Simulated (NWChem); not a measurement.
**Lowest excitation of BrGe (+1)**

```
Ge
Br 1 2.2348
```
Charge +1, spin multiplicity 1.

Program: NWChem. The geometry was optimised at PBE/def2-SVP, a minimum by its harmonic frequencies.

Basis set: def2-SVPD. CR-EOMCCSD(T) is the triples correction to the same EOM-CCSD root.

| method | lowest vertical singlet excitation energy (eV) | difference from EOM-CCSD |
|---|---|---|
| CIS | 5.05 | +0.47 |
| CR-EOMCCSD(T) | 4.44 | -0.15 |
| TD-PBE | 3.99 | -0.59 |
| TD-BHandHLYP | 4.52 | -0.07 |
| EOM-CCSD | 4.58 | 0.00 |
| TD-B3LYP | 4.12 | -0.47 |

The values span 1.06 eV, from TD-PBE (lowest) to CIS (highest). 

The Hamiltonian is non-relativistic. The correlated methods keep 18 core orbitals frozen. B3LYP has NWChem's definition, with VWN1-RPA local correlation. The spin multiplicity of the parent species was assumed, not shown to be that of its ground state. The structure started from a generated list of species. Differences from the coupled-cluster row are differences between methods, not errors against experiment.
